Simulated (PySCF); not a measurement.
# Electron correlation in Zn (zinc, neutral)

[Ar] 3d10 4s1 4p1, high-spin 3P determinant (an excited configuration). All numbers are calculated (PySCF 2.14, the spin-free X2C one-electron Hamiltonian (Gaussian nucleus), in aug-cc-pVTZ-DK (8s7p5d3f2g, 93 functions)). Frozen: [Ar]; 12 electrons correlated.

| level | correlation energy (mhartree) |
| --- | --- |
| CCSD | -445.90 |
| (T) | -14.64 |
| CCSD(T) | -460.54 |

Diagnostics: T1 = 0.015, D1 = 0.0473, largest double amplitude 0.026.

**Question.** Is a single reference adequate?

**Answer.** Yes: T1 lies below 0.03 and no double amplitude reaches 0.07.
